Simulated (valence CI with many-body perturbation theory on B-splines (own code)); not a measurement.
# E1 line list for Pm LVII

Calculated by relativistic CI+MBPT: three valence electrons over a frozen Dirac-Fock core [He], a basis of 11 s, 11 p, 9 d, 7 f, 5 g, 2 h, 1 i functions for each j, with the one-electron correlation potential Σ1, the two-electron term Σ2, the three-electron term Σ3, Breit, model QED; selected CI, second order for the rest (own B-spline code, finite nucleus).

The last digits are not significant, and no measured levels were compared; by estimate large intervals hold to a few tenths of a per cent, small ones and those within an open d or f shell to about a per cent.

Lines 201 to 250 of 280 in falling wavelength, among levels below 8150.3 eV, chosen from the strongest by gf and those to the six lowest levels. Wavelengths and rates use the calculated energies. Electric multipoles are in the length gauge, E1 and E2 with the static RPA response of the core. Weak lines are less certain than strong ones. Lines between different terms over intervals too small for the method are left out, as are lines whose strength nearly cancels. The highest levels of a list are the least certain.

Levels are named by their leading jj configuration (3d3/2^4 stands for four electrons in 3d with j = 3/2), which in mixed levels can hold well under half, so a name can repeat and another be missing. Letters in brackets count levels of one name in rising energy.

| λ vac (nm) | Upper | Lower | A (s⁻¹) | log gf | Branch % |
| --- | --- | --- | --- | --- | --- |
| 0.1762 | (2p1/2 2p3/2 3d3/2) J=5/2 [b] | (2p1/2^2 2p3/2) J=3/2 | 7.93e+14 | 0.35 | 97.6 |
| 0.1762 | (2p1/2 2p3/2 3p1/2) J=3/2 [b] | (2s 2p1/2 2p3/2) J=3/2 [b] | 8.33e+13 | -0.81 | 29.5 |
| 0.1761 | (2p1/2 2p3/2 3p1/2) J=3/2 [b] | (2s 2p1/2 2p3/2) J=1/2 | 2.07e+13 | -1.41 | 7.3 |
| 0.1760 | (2p1/2 2p3/2 3d3/2) J=3/2 [b] | (2p1/2^2 2p3/2) J=3/2 | 7.11e+14 | 0.12 | 85.6 |
| 0.1760 | (2p1/2^2 3p1/2) J=1/2 | (2s 2p1/2^2) J=1/2 | 7.46e+14 | -0.16 | 98.5 |
| 0.1760 | (2p1/2 2p3/2 3p1/2) J=3/2 [a] | (2s 2p1/2 2p3/2) J=5/2 | 1.09e+14 | -0.69 | 19.4 |
| 0.1758 | (2p1/2 2p3/2 3d3/2) J=1/2 [b] | (2p1/2^2 2p3/2) J=3/2 | 8.46e+14 | -0.11 | 89.1 |
| 0.1757 | (2p1/2 2p3/2 3p1/2) J=5/2 | (2s 2p1/2 2p3/2) J=5/2 | 3.48e+14 | -0.02 | 54.8 |
| 0.1755 | (2s 2p1/2 3p1/2) J=1/2 [b] | (2s^2 2p1/2) J=1/2 | 1.05e+14 | -1.01 | 97.4 |
| 0.1753 | (2s 2p3/2 3d5/2) J=3/2 [a] | (2s 2p1/2 2p3/2) J=3/2 [b] | 1.21e+14 | -0.65 | 23.7 |
| 0.1753 | (2s 2p3/2 3d5/2) J=3/2 [a] | (2s 2p1/2 2p3/2) J=1/2 | 1.62e+14 | -0.52 | 31.9 |
| 0.1752 | (2p1/2 2p3/2 3p1/2) J=1/2 | (2s 2p1/2 2p3/2) J=3/2 [a] | 4.34e+14 | -0.40 | 85.6 |
| 0.1752 | (2s 2p3/2 3d3/2) J=5/2 [a] | (2s 2p1/2 2p3/2) J=5/2 | 1.55e+14 | -0.37 | 33.3 |
| 0.1752 | (2s 2p1/2 3d3/2) J=3/2 [b] | (2s 2p1/2^2) J=1/2 | 7.89e+14 | 0.16 | 85.0 |
| 0.1751 | (2s 2p3/2 3d3/2) J=7/2 | (2s 2p1/2 2p3/2) J=5/2 | 6.54e+14 | 0.38 | 99.8 |
| 0.1751 | (2p1/2 2p3/2 3p1/2) J=3/2 [a] | (2s 2p1/2 2p3/2) J=3/2 [a] | 3.26e+14 | -0.22 | 58.1 |
| 0.1751 | (2s 2p3/2 3d3/2) J=3/2 [a] | (2s 2p1/2 2p3/2) J=5/2 | 1.19e+14 | -0.66 | 20.6 |
| 0.1749 | (2s 2p1/2 3d3/2) J=1/2 | (2s 2p1/2^2) J=1/2 | 4.42e+14 | -0.39 | 82.1 |
| 0.1748 | (2p1/2 2p3/2 3p1/2) J=5/2 | (2s 2p1/2 2p3/2) J=3/2 [a] | 1.37e+14 | -0.42 | 21.6 |
| 0.1748 | (2s 2p3/2 3d3/2) J=5/2 [b] | (2s 2p1/2 2p3/2) J=3/2 [b] | 6.17e+14 | 0.23 | 89.5 |
| 0.1747 | (2s 2p3/2 3d5/2) J=1/2 | (2s 2p1/2 2p3/2) J=1/2 | 2.87e+14 | -0.58 | 30.6 |
| 0.1747 | (2p1/2 2p3/2 3p1/2) J=3/2 [b] | (2s 2p1/2 2p3/2) J=5/2 | 1.35e+14 | -0.61 | 47.9 |
| 0.1747 | (2s 2p3/2 3p1/2) J=1/2 | (2s^2 2p3/2) J=3/2 | 1.70e+14 | -0.81 | 97.0 |
| 0.1747 | (2s 2p3/2 3p1/2) J=3/2 [b] | (2s^2 2p3/2) J=3/2 | 1.21e+14 | -0.65 | 96.7 |
| 0.1746 | (2s 2p3/2 3d3/2) J=3/2 [b] | (2s 2p1/2 2p3/2) J=3/2 [b] | 1.66e+14 | -0.52 | 19.1 |
| 0.1745 | (2s 2p3/2 3d3/2) J=3/2 [b] | (2s 2p1/2 2p3/2) J=1/2 | 1.97e+14 | -0.44 | 22.8 |
| 0.1744 | (2s 2p3/2 3d3/2) J=1/2 [b] | (2s 2p1/2 2p3/2) J=1/2 | 2.96e+14 | -0.57 | 48.5 |
| 0.1743 | (2s 2p3/2 3d3/2) J=5/2 [a] | (2s 2p1/2 2p3/2) J=3/2 [a] | 1.96e+14 | -0.27 | 42.2 |
| 0.1743 | (2s^2 3d3/2) J=3/2 | (2s^2 2p1/2) J=1/2 | 6.10e+14 | 0.05 | 82.8 |
| 0.1742 | (2s 2p3/2 3d3/2) J=3/2 [a] | (2s 2p1/2 2p3/2) J=3/2 [a] | 3.18e+14 | -0.24 | 54.9 |
| 0.1741 | (2s 2p3/2 3d3/2) J=1/2 [a] | (2s 2p1/2 2p3/2) J=3/2 [a] | 4.53e+14 | -0.38 | 88.8 |
| 0.1739 | (2s 2p3/2 3d5/2) J=5/2 [a] | (2s 2p1/2 2p3/2) J=5/2 | 1.76e+12 | -2.32 | 0.3 |
| 0.1739 | (2s 2p3/2 3d5/2) J=3/2 [a] | (2s 2p1/2 2p3/2) J=5/2 | 2.74e+12 | -2.30 | 0.5 |
| 0.1739 | (2p1/2 2p3/2 3p1/2) J=3/2 [b] | (2s 2p1/2 2p3/2) J=3/2 [a] | 3.59e+13 | -1.19 | 12.7 |
| 0.1738 | (2s 2p1/2 3d5/2) J=3/2 | (2s 2p1/2^2) J=1/2 | 1.16e+12 | -2.68 | 0.2 |
| 0.1737 | (2s 2p3/2 3d5/2) J=7/2 [a] | (2s 2p1/2 2p3/2) J=5/2 | 2.06e+13 | -1.13 | 2.0 |
| 0.1733 | (2s 2p3/2 3d3/2) J=5/2 [b] | (2s 2p1/2 2p3/2) J=5/2 | 1.24e+12 | -2.47 | 0.2 |
| 0.1732 | (2s 2p3/2 3d3/2) J=3/2 [b] | (2s 2p1/2 2p3/2) J=5/2 | 7.28e+11 | -2.88 | 0.1 |
| 0.1731 | (2p1/2 2p3/2 3s) J=3/2 [a] | (2s^2 2p3/2) J=3/2 | 1.79e+13 | -1.49 | 23.1 |
| 0.1730 | (2s 2p3/2 3d5/2) J=5/2 [a] | (2s 2p1/2 2p3/2) J=3/2 [a] | 5.37e+11 | -2.84 | 0.1 |
| 0.1729 | (2p1/2 2p3/2 3s) J=1/2 | (2s^2 2p3/2) J=3/2 | 3.08e+13 | -1.56 | 22.1 |
| 0.1728 | (2p1/2 2p3/2 3p3/2) J=1/2 [a] | (2s 2p1/2 2p3/2) J=1/2 | 1.35e+14 | -0.92 | 61.8 |
| 0.1727 | (2p1/2 2p3/2 3s) J=5/2 | (2s^2 2p3/2) J=3/2 | 3.74e+13 | -1.00 | 40.8 |
| 0.1727 | (2p1/2 2p3/2 3p3/2) J=3/2 [a] | (2s 2p1/2 2p3/2) J=3/2 [b] | 9.77e+13 | -0.76 | 44.0 |
| 0.1726 | (2p1/2 2p3/2 3p3/2) J=3/2 [a] | (2s 2p1/2 2p3/2) J=1/2 | 7.11e+13 | -0.90 | 32.0 |
| 0.1726 | (2p1/2^2 3s) J=1/2 | (2s^2 2p1/2) J=1/2 | 7.20e+13 | -1.19 | 51.3 |
| 0.1726 | (2p1/2 2p3/2 3s) J=3/2 [b] | (2s^2 2p3/2) J=3/2 | 4.72e+13 | -1.07 | 37.0 |
| 0.1725 | (2s 2p3/2 3d3/2) J=5/2 [b] | (2s 2p1/2 2p3/2) J=3/2 [a] | 5.07e+12 | -1.87 | 0.7 |
| 0.1724 | (2s 2p3/2 3d5/2) J=7/2 [b] | (2s 2p1/2 2p3/2) J=5/2 | 9.59e+12 | -1.47 | 3.8 |
| 0.1723 | (2s 2p1/2 3p3/2) J=3/2 [a] | (2s^2 2p1/2) J=1/2 | 8.60e+13 | -0.82 | 98.8 |
